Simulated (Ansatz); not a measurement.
Total energies of AlH₁₈N₃Si₆, SMILES `[SiH3][N]([SiH3])[Al]([N]([SiH3])[SiH3])[N]([SiH3])[SiH3]`.

```xyz
28

Si   -2.902   -0.798   -0.135
N    -1.621   -0.108    0.814
Si   -1.949    0.287    2.468
Al   -0.014    0.041    0.058
N     0.344   -0.986   -1.370
Si    0.535   -0.224   -2.909
Si    0.483   -2.695   -1.146
N     1.258    1.148    0.633
Si    2.896    0.814    0.160
Si    0.944    2.593    1.534
H    -4.200   -0.494    0.526
H    -2.906   -0.214   -1.504
H    -2.772   -2.274   -0.265
H    -2.810    1.493    2.601
H    -0.658    0.538    3.164
H    -2.639   -0.847    3.142
H     0.312    1.237   -2.706
H    -0.462   -0.728   -3.892
H     1.893   -0.433   -3.479
H     0.295   -2.963    0.309
H    -0.539   -3.452   -1.916
H     1.827   -3.186   -1.554
H     3.155    1.174   -1.261
H     3.812    1.610    1.023
H     3.202   -0.632    0.332
H    -0.523    2.845    1.535
H     1.417    2.497    2.940
H     1.624    3.755    0.898
```

The species carries charge 0 and has multiplicity 1. The structure was optimised at the PBE0-D4/def2-TZVP level. It is one conformer, not always the lowest. Basis def2-TZVPP, Ansatz 0.2.0.

RPA on PBE orbitals: Hartree–Fock energy of these orbitals -2149.59333 Eh, correlation -2.65067 Eh (frozen core).

| functional | energy without D4 (Eh) | D4 term (kJ/mol) |
| --- | --- | --- |
| LDA (SPW92) | -2145.33916 | – |
| PBE | -2153.53763 | -111.6 |
| revPBE | -2154.31658 | -271.3 |
| BLYP | -2154.71177 | -229.2 |
| r2SCAN | -2154.55604 | -31.4 |
| B97M-V | -2154.31620 | – |
| PBE0 | -2153.77041 | -98.6 |
| B3LYP | -2154.99310 | -178.3 |
| r2SCANh | -2154.53842 | -34.1 |
| r2SCAN0 | -2154.51459 | -37.7 |
| HSE06 (plane-wave form) | -2153.71461 | -93.7 |
| BHLYP | -2154.75107 | -152.6 |
| CAM-B3LYP | -2154.80226 | -103.5 |
| LC-ωPBE | -2154.10572 | – |
| ωB97X-V | -2154.48634 | – |
| ωB97M-V | -2154.60943 | – |
| B2PLYP | -2153.85856 | – |
| PBE-QIDH | -2153.17601 | – |

B3LYP takes the VWN-RPA correlation (the form of Gaussian; ORCA's B3LYP/G). HSE06 is the plane-wave form, built on full-range PBE exchange. The double hybrids freeze the cores in their second-order part.

LC-ωPBE has ω = 0.4 bohr⁻¹.
